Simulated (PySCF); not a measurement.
Cd(Me) (CH₃Cd), SMILES [CH3][Cd+], charge +1.

Geometry optimised at B3LYP-D3(BJ)/def2-TZVP. The spin state was assumed, not searched. The isomer is the one that the SMILES or the coordinates give; other isomers of the formula were not compared. The def2 effective core potentials stand for the cores of Cd; spin–orbit coupling is left out.

The numbers are results of B3LYP-D3(BJ)/def2-TZVP run with PySCF, not measurements.

Frequencies are harmonic and unscaled.

Modes within 1.5 cm⁻¹ of each other (mostly degenerate sets) share a row, with their intensities summed.

Computed harmonic wavenumbers and intensities:
| mode | ν (cm⁻¹) | IR (km/mol) | moving atoms (share of kinetic energy) |
|---|---|---|---|
| 1 | 385 | 25.2 | C 76 %, H 12 %, Cd 12 % |
| 2–3 | 773 | 55.1 | H 92 % |
| 4 | 1142 | 106.5 | H 87 %, C 13 % |
| 5–6 | 1423 | 8.3 | H 93 % |
| 7 | 3079 | 14.4 | H 99 % |
| 8–9 | 3227 | 39.7 | H 90 %, C 10 % |
